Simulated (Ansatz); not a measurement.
Z-matrix (Å, degrees):
```
Si
Si 1 2.335
S 1 2.148 2 108.2
O 1 1.647 2 106.3 3 121.4
H 1 1.489 2 113.2 3 -116.3
H 2 1.487 1 108.9 3 69.0
H 2 1.487 1 109.5 3 -50.2
H 2 1.487 1 111.0 3 -170.8
H 3 1.343 1 94.5 2 -141.6
H 4 0.959 1 117.6 2 -165.9
```

The species carries charge 0 and has multiplicity 1.

(1) List the CAM-B3LYP/def2-TZVPP orbital energies in eV (Ansatz 0.2.0). (An estimate is asked.)

Results:

(1) Computed: Occupied: -2419.76, -1801.96, -1800.80, -522.76, -217.83, -162.40, -162.31, -162.22, -146.40, -145.43, -101.76, -101.73, -101.69, -100.75, -100.75, -100.74, -29.84, -22.26, -17.88, -16.44, -14.57, -13.44, -12.34, -11.69, -11.31, -11.29, -10.10, -9.68, -8.91. Lowest empty: 0.68, 1.03, 1.47, 1.82, 2.27, 2.55, 2.82, 3.16.
